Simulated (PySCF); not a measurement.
## Calculated data, Al₂GeH₇N, CH₇BGeSi, AlBGeH₃O, GeH₃NSi and others

All values are calculated (PySCF 2.14.0). Calculation on a computer-drawn molecule: the log of a Hartree-Fock and frozen-core CCSD(T) single point meant for a local Hartree-Fock minimum, with one planted fault or none, to be diagnosed. Offsets are logged minus clean, where the clean run is the same molecule without the fault. The reference is restricted for singlets and unrestricted otherwise, and also for a bond in bohr or an excited solution. Adding or removing an electron swaps singlet and doublet. The excited solution moves the top pair (singlet) or top alpha electron (doublet) to the lowest empty orbital. Highest occupied and lowest empty are orbital energies over both spins, largest force is the largest gradient component, triples share is (T) over the correlation energy, the T1 limit is 0.02 restricted and 0.045 unrestricted, electrons count all cores, a negative frequency is imaginary (commonest isotopes), and the dipole is about the centre of nuclear charge; on germanium a core potential holds 10 electrons, which the energies leave out, and 3d is frozen in MP2 and coupled-cluster steps.

Common to all runs: meant multiplicity 1; logged SCF converged yes; logged CC converged yes; logged SCF stable within its kind yes; possible faults no fault, one electron removed, one electron added, multiplicity raised by two, geometry at a saddle point, SCF held on an excited solution, minimal basis STO-3G, one bond length entered in bohr, all coordinates scaled.

```json
{"entry": 1, "formula": "Al2GeH7N", "logged_structure": {"atoms_angstrom": [["Al", -0.0064, -1.6802, -2.4208], ["N", -0.6849, -0.6726, -1.1065], ["Al", 0.1062, 0.2926, 0.1719], ["Ge", -1.2816, 1.5688, 1.8233], ["H", 1.5602, -1.7977, -2.5523], ["H", -0.9965, -2.4181, -3.406], ["H", -1.6942, -0.6472, -1.0908], ["H", 1.6849, 0.3066, 0.2187], ["H", -1.0765, 1.0583, 3.2606], ["H", -0.9258, 3.0658, 1.8389], ["H", -2.7895, 1.4724, 1.5298]]}, "given": {"meant_charge": 0, "meant_basis": "cc-pV(D+d)Z", "meant_basis_and_core_potential_on_germanium": "cc-pVDZ-PP ECP10MDF", "logged_electrons": 73, "logged_basis_functions": 118, "logged_spin_squared": 0.769, "logged_highest_occupied [eV]": 0.39557, "logged_lowest_empty [eV]": 5.316, "logged_largest_force [hartree/bohr]": 0.036952, "logged_T1_diagnostic": 0.039403, "logged_D1_diagnostic": 0.24952, "logged_triples_share": 0.029012, "logged_dipole_magnitude [debye]": 2.9504, "logged_energy_HF [hartree]": -835.76792, "logged_energy_CCSD(T) [hartree]": -836.26219, "drawn_bonds_atom": [1, 2, 3, 1, 1, 2, 3, 4, 4, 4], "drawn_bonds_other_atom": [2, 3, 4, 5, 6, 7, 8, 9, 10, 11], "drawn_bonds_order": [1, 1, 1, 1, 1, 1, 1, 1, 1, 1]}, "results": {"planted_fault": "one electron added", "HF_energy_offset_from_clean_run [kcal/mol]": 21.93, "CCSD(T)_energy_offset_from_clean_run [kcal/mol]": 8.494}, "notes": ["highest electron not bound in this basis"]}
{"entry": 2, "formula": "CH7BGeSi", "logged_structure": {"atoms_angstrom": [["B", -0.8561, 2.7543, -2.5288], ["Ge", -1.8358, 1.474, -1.2118], ["Si", -0.2259, -0.1077, -0.3964], ["C", 1.295, -0.3299, -1.1204], ["H", -0.6756, 2.429, -3.667], ["H", -0.4319, 3.8089, -2.1532], ["H", -2.9775, 0.695, -1.881], ["H", -2.4289, 2.2003, 0.0044], ["H", -0.5895, -0.894, 0.8], ["H", 1.6075, 0.2216, -2.0009], ["H", 2.023, -1.041, -0.744]]}, "given": {"meant_charge": 0, "meant_basis": "cc-pV(D+d)Z", "meant_basis_and_core_potential_on_germanium": "cc-pVDZ-PP ECP10MDF", "logged_electrons": 63, "logged_basis_functions": 109, "logged_spin_squared": 0.7562, "logged_highest_occupied [eV]": -15.258, "logged_lowest_empty [eV]": -6.0731, "logged_largest_force [hartree/bohr]": 0.068413, "logged_T1_diagnostic": 0.014267, "logged_D1_diagnostic": 0.046006, "logged_triples_share": 0.026213, "logged_dipole_magnitude [debye]": 5.4307, "logged_energy_HF [hartree]": -648.59954, "logged_energy_CCSD(T) [hartree]": -649.04299, "drawn_bonds_atom": [1, 2, 3, 1, 1, 2, 2, 3, 4, 4], "drawn_bonds_other_atom": [2, 3, 4, 5, 6, 7, 8, 9, 10, 11], "drawn_bonds_order": [1, 1, 2, 1, 1, 1, 1, 1, 1, 1]}, "results": {"planted_fault": "one electron removed", "HF_energy_offset_from_clean_run [kcal/mol]": 160.2, "CCSD(T)_energy_offset_from_clean_run [kcal/mol]": 193.2}}
{"entry": 3, "formula": "AlBGeH3O", "logged_structure": {"atoms_angstrom": [["O", 1.1227, 0.8563, 3.3309], ["Al", 1.2429, 0.6259, 1.7873], ["B", 0.9544, 0.4642, -0.3484], ["Ge", -0.8085, 0.9612, -1.2999], ["H", 1.808, 0.0758, -1.0874], ["H", -1.9274, -0.0408, -1.5086], ["H", -1.0878, 2.3622, -1.8087]]}, "given": {"meant_charge": 1, "meant_basis": "cc-pV(D+d)Z", "meant_basis_and_core_potential_on_germanium": "cc-pVDZ-PP ECP10MDF", "logged_electrons": 59, "logged_basis_functions": 89, "logged_spin_squared": 0.7556, "logged_highest_occupied [eV]": -22.08, "logged_lowest_empty [eV]": -10.292, "logged_largest_force [hartree/bohr]": 0.11213, "logged_T1_diagnostic": 0.017592, "logged_D1_diagnostic": 0.04128, "logged_triples_share": 0.023532, "logged_dipole_magnitude [debye]": 3.1694, "logged_energy_HF [hartree]": -635.82183, "logged_energy_CCSD(T) [hartree]": -636.19494, "drawn_bonds_atom": [1, 2, 3, 3, 4, 4], "drawn_bonds_other_atom": [2, 3, 4, 5, 6, 7], "drawn_bonds_order": [2, 1, 1, 1, 1, 1]}, "results": {"planted_fault": "one electron removed", "HF_energy_offset_from_clean_run [kcal/mol]": 255.7, "CCSD(T)_energy_offset_from_clean_run [kcal/mol]": 307.3}}
{"entry": 4, "formula": "GeH3NSi", "logged_structure": {"atoms_angstrom": [["Si", 1.1174, 0.8382, -1.6994], ["N", 0.467, 1.421, -0.5066], ["Ge", -0.0987, 2.083, 0.9607], ["H", 1.7062, 1.5893, -2.7166], ["H", 1.2124, -0.5305, -1.9502], ["H", -1.5388, 2.2624, 0.5304]]}, "given": {"meant_charge": 0, "meant_basis": "cc-pV(D+d)Z", "meant_basis_and_core_potential_on_germanium": "cc-pVDZ-PP ECP10MDF", "logged_electrons": 56, "logged_basis_functions": 75, "logged_spin_squared": 0.0, "logged_highest_occupied [eV]": -7.9179, "logged_lowest_empty [eV]": 1.7867, "logged_largest_force [hartree/bohr]": 0.062471, "logged_T1_diagnostic": 0.021532, "logged_D1_diagnostic": 0.064989, "logged_triples_share": 0.033633, "logged_dipole_magnitude [debye]": 3.1756, "logged_energy_HF [hartree]": -638.44113, "logged_energy_CCSD(T) [hartree]": -638.82168, "drawn_bonds_atom": [1, 2, 1, 1, 3], "drawn_bonds_other_atom": [2, 3, 4, 5, 6], "drawn_bonds_order": [2, 1, 1, 1, 1]}, "results": {"planted_fault": "all coordinates scaled, by -5.3 %", "HF_energy_offset_from_clean_run [kcal/mol]": 13.36, "CCSD(T)_energy_offset_from_clean_run [kcal/mol]": 19.64}, "notes": ["T1 above single-reference limit"]}
{"entry": 5, "formula": "GeH4NO", "logged_structure": {"atoms_angstrom": [["N", 0.536, 0.243, -1.6389], ["Ge", 0.7866, 2.0162, -0.8212], ["O", -0.4571, 1.7772, 0.5684], ["H", 0.2216, 0.2948, -2.5921], ["H", 1.386, -0.2924, -1.6438], ["H", -0.2198, 2.7405, -1.8863], ["H", -1.093, 1.1369, 0.2921]]}, "given": {"meant_charge": -1, "meant_basis": "aug-cc-pVDZ", "meant_basis_and_core_potential_on_germanium": "aug-cc-pVDZ-PP ECP10MDF", "logged_electrons": 52, "logged_basis_functions": 114, "logged_spin_squared": 2.0129, "logged_highest_occupied [eV]": 0.68911, "logged_lowest_empty [eV]": 2.9011, "logged_largest_force [hartree/bohr]": 0.071495, "logged_T1_diagnostic": 0.054203, "logged_D1_diagnostic": 0.31035, "logged_triples_share": 0.035299, "logged_dipole_magnitude [debye]": 7.8044, "logged_energy_HF [hartree]": -424.98599, "logged_energy_CCSD(T) [hartree]": -425.52275, "drawn_bonds_atom": [1, 2, 1, 1, 2, 3], "drawn_bonds_other_atom": [2, 3, 4, 5, 6, 7], "drawn_bonds_order": [1, 1, 1, 1, 1, 1]}, "results": {"planted_fault": "multiplicity raised by two", "HF_energy_offset_from_clean_run [kcal/mol]": 49.53, "CCSD(T)_energy_offset_from_clean_run [kcal/mol]": 60.82}, "notes": ["T1 above single-reference limit", "highest electron not bound in this basis"]}
{"entry": 6, "formula": "C2H7BGe", "logged_structure": {"atoms_angstrom": [["B", -0.785, 0.9515, -0.5258], ["Ge", -1.5776, 0.2599, 1.2384], ["C", -2.1009, 1.4413, 2.4563], ["C", -1.7619, -1.6586, 1.5868], ["H", -0.6892, 2.1343, -0.6849], ["H", -0.4181, 0.2147, -1.3964], ["H", -2.5318, 1.1692, 3.4135], ["H", -2.0018, 2.5048, 2.2711], ["H", -2.3945, -2.1245, 0.8289], ["H", -2.2105, -1.8192, 2.5679], ["H", -0.7854, -2.146, 1.5613]]}, "given": {"meant_charge": 0, "meant_basis": "cc-pVDZ", "meant_basis_and_core_potential_on_germanium": "cc-pVDZ-PP ECP10MDF", "logged_electrons": 55, "logged_basis_functions": 100, "logged_spin_squared": 0.7567, "logged_highest_occupied [eV]": -16.488, "logged_lowest_empty [eV]": -6.0867, "logged_largest_force [hartree/bohr]": 0.059227, "logged_T1_diagnostic": 0.01219, "logged_D1_diagnostic": 0.055453, "logged_triples_share": 0.026187, "logged_dipole_magnitude [debye]": 0.76931, "logged_energy_HF [hartree]": -397.55173, "logged_energy_CCSD(T) [hartree]": -398.03191, "drawn_bonds_atom": [1, 2, 2, 1, 1, 3, 3, 4, 4, 4], "drawn_bonds_other_atom": [2, 3, 4, 5, 6, 7, 8, 9, 10, 11], "drawn_bonds_order": [1, 2, 1, 1, 1, 1, 1, 1, 1, 1]}, "results": {"planted_fault": "one electron removed", "HF_energy_offset_from_clean_run [kcal/mol]": 151.0, "CCSD(T)_energy_offset_from_clean_run [kcal/mol]": 187.4}}
```
